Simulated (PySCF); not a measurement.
Isomers of C9H8O, from PBE0-D3(BJ)/def2-SVP geometry optimisation, gas phase in PySCF 2.14.0. One conformer each, no zero-point energy, no frequencies.

**Question.** Which is lowest in electronic energy at this level?
A. `[CH2:1]=[CH:2][c:3]1[cH:4][cH:5][cH:6][c:7](=[O:8])[cH:9][cH:10]1` with C1–C2–C3–C4 178°: A = 3004, B = 879.2, C = 680.3 MHz, dipole 4.49 D
B. `[CH2:1]=[CH:2][c:3]1[cH:4][cH:5][c:6]([OH:7])[c:8]2[c:9]1[CH2:10]2` with C1–C2–C3–C4 180°, C5–C6–O7–H 180°: A = 2990, B = 972.0, C = 737.2 MHz, dipole 1.36 D
C. `[CH3:1][O:2][c:3]1[cH:4][cH:5][cH:6][c:7]2[c:8]1[CH:9]=[CH:10]2` with C1–O2–C3–C4 0°: A = 2398, B = 1216, C = 811.0 MHz, dipole 1.02 D
D. `[CH3:1][C:2]#[C:3][c:4]1[cH:5][cH:6][cH:7][c:8]([OH:9])[cH:10]1` with C7–C8–O9–H 180°: A = 3186, B = 681.9, C = 563.7 MHz, dipole 1.79 D

**Answer.** D. That is `c1cc(cc(c1)C#CC)O`, 4.9 kcal/mol below the next.

| SMILES | mapped SMILES | E (Eh) | relative (kcal/mol) | relative (kJ/mol) | dipole (D) |
| --- | --- | --- | --- | --- | --- |
| CC#Cc1cccc(O)c1 | [CH3:1][C:2]#[C:3][c:4]1[cH:5][cH:6][cH:7][c:8]([OH:9])[cH:10]1 | -422.15747 | 0.0 | 0.0 | 1.79 |
| C=Cc1cccc(=O)cc1 | [CH2:1]=[CH:2][c:3]1[cH:4][cH:5][cH:6][c:7](=[O:8])[cH:9][cH:10]1 | -422.14966 | 4.9 | 20.5 | 4.49 |
| C=Cc1ccc(O)c2c1C2 | [CH2:1]=[CH:2][c:3]1[cH:4][cH:5][c:6]([OH:7])[c:8]2[c:9]1[CH2:10]2 | -422.10683 | 31.8 | 133.0 | 1.36 |
| COc1cccc2c1C=C2 | [CH3:1][O:2][c:3]1[cH:4][cH:5][cH:6][c:7]2[c:8]1[CH:9]=[CH:10]2 | -422.10225 | 34.7 | 145.0 | 1.02 |

As drawn, the lowest has a C≡C bond and an O–H bond, which the highest lacks; the highest has a four-membered ring and a C=C bond outside aromatic rings, which the lowest lacks.
